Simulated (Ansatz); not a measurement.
Geometry optimisation, Ansatz 0.2.0, RKS PBE0-D4/def2-SVP.

input.yaml

```yaml
crystal:
  periodic: [false, false, false]
  atoms:
    - { symbol: Mg, position_ang: [0.019403, -1.724257, -0.670695] }
    - { symbol: O, position_ang: [0.943917, -0.960824, 0.926902] }
    - { symbol: Cl, position_ang: [-0.83009, -2.871942, -2.344959] }
    - { symbol: H, position_ang: [0.104246, 1.129376, 0.6573] }
    - { symbol: "N", position_ang: [-0.535948, 1.565794, -0.01103] }
    - { symbol: H, position_ang: [1.648245, -1.442934, 1.375682] }
    - { symbol: H, position_ang: [-1.309441, 1.965115, 0.516767] }
    - { symbol: H, position_ang: [-0.040332, 2.339671, -0.449867] }
basis:
  gaussian: { orbitals: def2-SVP }
hamiltonian:
  xc: pbe0
  dispersion: d4
relax:
  f_tol: 0.03
  max_steps: 50
```

Launched with:

```bash
$ ansatz run input.yaml --threads 2 --pin off --max-ram 3072MiB --backend cpu --events-out ev --progress --plain --runs-dir out
```

Q: Where does it end, and by what steps?

A: It converged. After 13 steps the energy has fallen by 1.226 eV; Cl3 moved furthest, 1.04 Å. Joined: Mg1–N5 (3.40 → 2.15 Å).

```csv
step,energy less start (eV),largest force component (eV/Å),accepted
0,0.0000,1.856,yes
1,-0.3697,1.066,yes
2,-0.6405,0.751,yes
3,-0.9012,0.623,yes
4,-1.0994,0.351,yes
5,-1.1669,0.575,yes
6,-1.1912,0.283,yes
7,-1.2149,0.234,yes
8,-1.2102,0.677,no
9,-1.2225,0.087,yes
10,-1.2248,0.037,yes
11,-1.2258,0.102,yes
12,-1.2261,0.061,yes
13,-1.2263,0.017,yes
```

```xyz
8
Properties=species:S:1:pos:R:3
Mg 0.041 -0.974 -0.372
O 1.160 -0.991 1.061
Cl -1.010 -1.876 -2.121
H 0.119 1.306 0.734
N -0.447 1.100 -0.094
H 1.716 -1.633 1.499
H -1.417 1.325 0.126
H -0.163 1.744 -0.832
```

The run took 32 s on 2 threads of AMD EPYC 7R13 Processor (Zen 3), on a shared host, peak memory 0.18 GiB.
